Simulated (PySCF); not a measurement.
**Electron correlation in Tm (thulium, neutral)**

[Xe] 4f13 6s2, 2F determinant. Computed with PySCF 2.14 in cc-pwCVTZ-X2C with one added diffuse shell of g type (12s11p9d7f5g1h, 195 functions), with the spin-free X2C one-electron Hamiltonian (Gaussian nucleus). Frozen: [Kr] 4d10; 23 electrons correlated.

MP2 pair energies summed by pair of shells (mhartree):

```json
{"pair": "4f-4f", "energy": "-736.85", "share (%)": "52.4"}
{"pair": "4f-5p", "energy": "-338.54", "share (%)": "24.1"}
{"pair": "5p-5p", "energy": "-133.40", "share (%)": "9.5"}
{"pair": "4f-5s", "energy": "-80.42", "share (%)": "5.7"}
{"pair": "5s-5p", "energy": "-37.61", "share (%)": "2.7"}
{"pair": "5p-6s", "energy": "-30.81", "share (%)": "2.2"}
{"pair": "4f-6s", "energy": "-21.74", "share (%)": "1.5"}
{"pair": "6s-6s", "energy": "-19.16", "share (%)": "1.4"}
{"pair": "5s-5s", "energy": "-7.09", "share (%)": "0.5"}
{"pair": "5s-6s", "energy": "-1.58", "share (%)": "0.1"}
```

Total MP2 correlation energy: -1407.2 mhartree.

Same-spin part -530.33 and opposite-spin part -876.87 mhartree; SCS-MP2 scales them by 1/3 and 6/5 to -1229.0 mhartree.
